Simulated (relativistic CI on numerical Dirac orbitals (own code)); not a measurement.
Ni4+: L2,3 absorption edge

Computed with this model: Dirac-Coulomb-Breit CI, orbitals from a KLI potential per configuration, model QED (radiative potential, 1s self-energy scaled to tabulated hydrogen-like ionisation energies), valence Slater integrals scaled by 0.8, multiplet model of core-to-valence dipole absorption; configurations [Ar] 3d6 → [He] 2s2 2p5 3s2 3p6 3d7; 80 K; Lorentzian 0.6 eV and Gaussian 0.3 eV FWHM. Energies are those of the free ion, without screening or charge transfer. The branching ratio is the share of the lower-energy edge in the whole absorption, uncertain by about 0.02 where the edges overlap. S is read from ⟨S²⟩ = S(S + 1).

Field parameters in Wybourne normalisation: Oh B⁴₀ = 21Dq, B⁴₄ = √(5/14) B⁴₀. The field is a parameter set, without covalency.

Computed curve for Oh, 10Dq = 23850 cm⁻¹, scaled to 100 at the maximum (points under 2 are left out and the grid is thinned):

```tsv
Energy (eV)	Intensity
857.7	2.2
858.0	3.4
858.2	5.1
858.5	7.9
858.7	7.5
859.0	5.9
859.3	6.6
859.5	8.0
859.8	11.1
860.0	14.3
860.3	25.8
860.6	47.7
860.8	63.4
861.1	91.8
861.3	100.0
861.6	78.9
861.8	54.3
862.1	33.7
862.4	25.1
862.6	20.1
862.9	17.7
863.1	18.3
863.4	17.2
863.7	21.5
863.9	28.4
864.2	26.8
864.4	18.3
864.7	10.4
865.0	7.5
865.2	6.7
865.5	4.8
865.7	3.8
866.0	3.6
866.3	4.2
866.5	3.9
866.8	2.6
867.0	2.0
876.1	2.5
876.4	3.6
876.6	4.9
876.9	8.2
877.1	12.2
877.4	26.0
877.7	45.3
877.9	48.1
878.2	46.3
878.4	41.7
878.7	23.8
878.9	15.0
879.2	10.6
879.5	11.8
879.7	12.9
880.0	14.1
880.2	13.7
880.5	12.8
880.8	8.8
881.0	6.6
881.3	4.2
881.5	3.0
881.8	2.0
```

The ground state has S = 0.05, and the centroid lies at 867.35 eV.
